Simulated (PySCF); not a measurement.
Calculation: PySCF with PBE-D3(BJ)/def2-TZVP // PBE-D3(BJ)/def2-SVP. All species are isolated molecules in the gas phase. One relaxed conformer stands for a flexible species; it need not be the lowest. Excitations are Tamm–Dancoff values on a coarser integration grid. The basis has no diffuse functions, so Rydberg states are missing or too high.

Reference species (SMILES): `O=CC1([SiH3])CCCCC1` (O–C–C–Si torsion 100°) (neutral, multiplicity 1).

| Quantity | Result |
|---|---|
| S1 excitation (TDA) | 3.95 eV |
| HOMO | -5.74 eV |
| T1 excitation (TDA) | 3.37 eV |
| S1–T1 gap (TDA) | 0.58 eV |

Changed species: `O=C[C@@H]1CCCC[C@H]1[SiH3]` (O–C–C–C torsion 103°).

What does the change do to the S1 excitation (TDA), HOMO, T1 excitation (TDA) and S1–T1 gap (TDA)?

the S1 excitation (TDA) hardly moves; the HOMO hardly moves; the T1 excitation (TDA) falls by 0.02 eV, to 3.35 eV; the S1–T1 gap (TDA) increases by 0.03 eV, to 0.61 eV.
